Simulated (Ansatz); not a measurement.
`CN(C)[SiH]` + CH₃SH → `CS[SiH]` + `CNC` at 298.15 K and 1 bar (ligand exchange at the Si–N bond).

Calculated with Ansatz (gas phase, PBE0-D4/def2-TZVP geometries, no zero-point term in ΔE). CBS: MP2 limit from def2 TZ/QZ plus the TZ coupled-cluster correction, frozen cores. This one scheme is used for every species.

```csv
species,CCSD(T)/CBS energy (Eh),H − E (kJ/mol),S (J/(mol·K))
`CN(C)[SiH]`,-424.06348,254.6,305.8
CH₃SH,-438.22835,133.0,253.2
`CS[SiH]`,-727.28803,137.5,296.3
`CNC`,-135.00321,256.9,271.4
```

H − E and S are ideal-gas, rigid-rotor, harmonic terms from PBE0-D4/def2-TZVP. 1 Eh = 2625.50 kJ/mol, R = 8.31446 J/(mol·K).

Problem. By hand: ΔE, ΔH, ΔS and ΔG.

Solution. ΔE = (-727.28803) + (-135.00321) − (-424.06348) − (-438.22835) = 0.00059 Eh = 1.5 kJ/mol. Δ(H − E) = 137.5 + 256.9 − 254.6 − 133.0 = 6.8, so ΔH = 8.3 kJ/mol. ΔS = 296.3 + 271.4 − 305.8 − 253.2 = 8.7 J/(mol·K). ΔG = 8.3 − 298.15 × (8.7)/1000 = 5.7 kJ/mol.

Problem. By hand: the equilibrium constant, and the temperature at which ΔG would vanish if ΔH and ΔS stayed fixed.

Solution. log₁₀ K = −ΔG/(RT ln 10) = -1.0. ΔG = 0 at ΔH/ΔS = 954 K, though so small a ΔH makes that figure unsure.

The number of gas molecules stays the same, so ΔS is small and ΔH decides. The sign of ΔG lies within the doubt. A doubt of 5 kJ/mol in ΔE shifts log₁₀ K by 0.9 here. These are equilibria of isolated gas molecules and say nothing of rates. Largest T1 diagnostic: 0.016 (customary marks: 0.02 for closed shells, 0.045 for open ones).
